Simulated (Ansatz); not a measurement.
Mulliken charges of `N[SiH]1[O][SnH2]1` from PBE/def2-TZVPP in Ansatz (PBE0-D4/def2-TZVP geometry).

```
atom   x (Å)   y (Å)   z (Å)  charge (e)
  N1  -0.789   1.738   0.247      -0.356
 Si2  -0.716   0.056   0.286       0.406
  O3   0.422  -0.650   1.158      -0.481
 Sn4   1.045  -1.379  -0.781       0.421
  H5   0.029   2.323   0.291       0.170
  H6  -1.616   2.234  -0.042       0.160
  H7  -2.115  -0.434   0.265      -0.069
  H8   1.146  -3.083  -0.574      -0.125
  H9   2.682  -0.852  -0.867      -0.127
```

Q: By hand: the dipole of these point charges (1 e Å = 4.8032 D).

A: Σ q r = (-0.364, 0.412, -0.651) e Å, of length 0.852 e Å = 4.09 D.

Q: How does the dipole of the full density compare? (Estimate.)

A: Ansatz gave: (-0.314, 0.512, -0.342) e Å, 3.32 D; the point charges give 1.23 times that, at 22° from its direction.

Point charges leave out the atoms' own dipoles, such as those of lone pairs, and Mulliken's split depends on the basis, so the two needn't agree.
